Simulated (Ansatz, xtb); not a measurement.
Isomers of C4H5FN2Se in order of energy

8 gas-phase structures of C4H5FN2Se, from a drawn sample of its isomers (lower ones may exist). Each was relaxed with GFN2-xTB; where two conformers were screened, the lower at r2SCAN-D4/def2-SVP is listed:

A. `FCCc1cn[se]n1`, a singlet
B. `Nc1c[se]nc1CF`, a singlet
C. `CNc1c[se]nc1F`, a singlet
D. `C[Se]c1ncc(F)[nH]1`, a singlet
E. `CNc1cn[se]c1F`, a singlet
F. `C[C@H](F)c1cn[se]n1`, a singlet
G. `FC[Se]c1cn[nH]c1`, a singlet
H. `CCc1nc(F)n[se]1`, a singlet

Question: Make a reasoned guess at their ranking by r2SCAN-D4/def2-SVP single-point energy.

Answer: Calculated order at r2SCAN-D4/def2-SVP: H (0.0), D (7.0), C (12.6), F (13.4), B (16.9), A (17.8), G (19.4), E (26.5) kcal/mol. Less than 1 kcal/mol parts C and F; B and A, so the order within those pairs means little.

Energies above the lowest of each column, in kcal/mol; the last columns are at B3LYP-D3(BJ)/def2-SVP geometries and were run for some of them only (a dash: not run or not comparable):

```
structure  GFN2-xTB  HF/STO-3G  r2SCAN-D4/def2-SVP  B3LYP-D3(BJ)/def2-SVP  CCSD(T)/def2-SVP + ΔMP2/def2-TZVPP
        H       0.0        0.0                 0.0                    0.0                                 0.0
        D       5.5        0.6                 7.0                    5.6                                10.7
        C      13.5       17.7                12.6                   11.8                                13.8
        F       8.1       12.1                13.4                   11.0                                 7.6
        B      19.7       24.5                16.9                   15.6                                   –
        A       9.8       13.6                17.8                      –                                   –
        G      25.0       17.8                19.4                      –                                   –
        E      20.8       26.2                26.5                      –                                   –
```

Every level run on H puts it lowest or level with the lowest. CCSD(T)/def2-SVP + ΔMP2/def2-TZVPP orders those it was run on as H (0.0), F (7.6), D (10.7), C (13.8) kcal/mol. Some further structures that were screened fall inside this span and aren't listed. Flexible structures stand in one conformer each, not always the lowest. Frequencies (GFN2-xTB) were run for C, D, F, H alone. The ΔMP2 step shifts differences by up to 4.4 kcal/mol, which makes them less sure. ΔMP2 is the change of the MP2 energy from the smaller to the larger basis.

Over these structures GFN2-xTB departs from r2SCAN-D4/def2-SVP by 3.7 kcal/mol on average once a common shift is removed. A GFN2-xTB relaxation took about 0.32 s and the r2SCAN-D4/def2-SVP energy about 3.5 s on a shared host (Ansatz 0.2.0, xtb 6.7.1).
